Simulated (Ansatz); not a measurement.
Relaxation of the cluster Pd4H7 (charge 0, doublet) with UKS PBE0-D4/def2-SVP in Ansatz.

Positions (Å) and forces (eV/Å) at step 32 of 32:

```xyz
11
step=32 energy=-14032.3430 eV
Pd    2.937    0.792   -0.781   -0.001   -0.001    0.002
Pd    0.191    1.272   -0.663    0.005    0.000    0.001
Pd    1.352   -0.458    1.035    0.004    0.002    0.001
Pd   -1.310   -0.747    0.150   -0.005    0.002   -0.006
H     2.881    0.250    0.781   -0.001    0.000   -0.002
H    -2.694   -1.694    0.703    0.012   -0.017   -0.011
H    -0.960    2.247   -1.431   -0.008   -0.007    0.009
H    -2.232   -2.242    0.271   -0.013    0.014    0.013
H    -0.229   -1.103    1.393    0.002    0.000    0.001
H     1.469   -0.103   -0.632   -0.001    0.000    0.001
H    -1.404    1.787   -0.828    0.006    0.008   -0.010
```

In the def2 sets Pd takes a core potential; there is no spin–orbit coupling. In the doublet, H6 and H8 lie 0.84 Å apart, H7 and H11 lie 0.88 Å apart (atoms count from 1), so H2 has formed as a molecule. The relaxation made no stability test and no search for a lower SCF solution. No other spin state of charge 0 was run. Another isomer (doublet) lies 0.24 eV lower at PBE0-D4/def2-TZVP; other spin states weren't run for this one.
